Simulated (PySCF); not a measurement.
# Electric field gradients and quadrupole coupling constants

[Al(NH2)4]- (charge -1).
Geometry (PBE0-D3(BJ)/def2-SVP, Å), atoms numbered from 1 in this order:
```
atom  x, y, z in Å
Al1    0.0070    0.0005    0.0044
N2    -0.1978    0.0916    1.8680
H3     0.2427   -0.6780    2.3735
H4     0.1996    0.9398    2.2734
N5     1.8064    0.1304   -0.5172
H6     2.3860   -0.6160   -0.1311
H7     1.9391    0.0752   -1.5278
N8    -0.8490    1.4275   -0.8615
H9    -0.4908    2.3488   -0.6073
H10   -1.8496    1.4665   -0.6649
N11   -0.7404   -1.6532   -0.4769
H12   -0.6962   -1.8370   -1.4797
H13   -1.7263   -1.7481   -0.2308
```

Field gradients from the PBE0/pcSseg-1 (pcSseg-2 on Al) density (PySCF, non-relativistic), principal values in atomic units, ordered |Vxx| ≤ |Vyy| ≤ |Vzz|:

```csv
atom,Vxx,Vyy,Vzz
Al1,0.0062,0.0127,-0.0189
N2,0.1409,0.7545,-0.8955
N5,0.1403,0.7541,-0.8944
N8,0.1417,0.7565,-0.8982
N11,0.1422,0.7567,-0.8989
```

Q: Find the asymmetry η = (Vxx − Vyy)/Vzz and the couplings χ = eQV/h (234.96 MHz × Q in barn × V in au), with Q(27Al) = 0.1466 b, Q(14N) = 0.02044 b.

A: 
```tsv
atom	environment	nucleus	η	χzz (MHz)	χxx (MHz)	χyy (MHz)
Al1	aluminium bonded to 4 N	27Al	0.35	-0.652	0.213	0.439
N2	nitrogen bonded to Al and 2 H	14N	0.69	-4.301	0.677	3.624
N5	nitrogen bonded to Al and 2 H	14N	0.69	-4.296	0.674	3.622
N8	nitrogen bonded to Al and 2 H	14N	0.68	-4.314	0.681	3.633
N11	nitrogen bonded to Al and 2 H	14N	0.68	-4.317	0.683	3.634
```

Q: What is Vzz at N2 in SI units (1 au = 9.71736 × 10²¹ V/m²)?

A: -0.8955 au = -8.702 × 10²¹ V/m².

Q: What couplings would deuterons (Q(2H) = 0.00286 b) have in place of the hydrogens, at this geometry?

A: 
| atom | bonded to | bond length (Å) | Vzz (au) | η | χzz (kHz) |
| --- | --- | --- | --- | --- | --- |
| H3 | N2 | 1.021 | 0.4118 | 0.14 | 277 |
| H4 | N2 | 1.021 | 0.4118 | 0.15 | 277 |
| H6 | N5 | 1.021 | 0.4114 | 0.15 | 276 |
| H7 | N5 | 1.021 | 0.4113 | 0.14 | 276 |
| H9 | N8 | 1.021 | 0.4123 | 0.14 | 277 |
| H10 | N8 | 1.021 | 0.4119 | 0.15 | 277 |
| H12 | N11 | 1.020 | 0.4123 | 0.15 | 277 |
| H13 | N11 | 1.021 | 0.4122 | 0.14 | 277 |

Geometry: PBE0-D3(BJ)/def2-SVP; no solvent, vibrations or thermal averaging. The pcSseg-1 basis has no diffuse functions, a weakness for an anion. The basis is small and wasn't made for field gradients, so the couplings can be 20 % off.

The run behind these numbers computed NMR shieldings as well. On an Arm Neoverse V2 with one thread (shared host), this took 13 s of wall time (grids of density and orbitals included) and 0.80 GiB of memory at its peak.
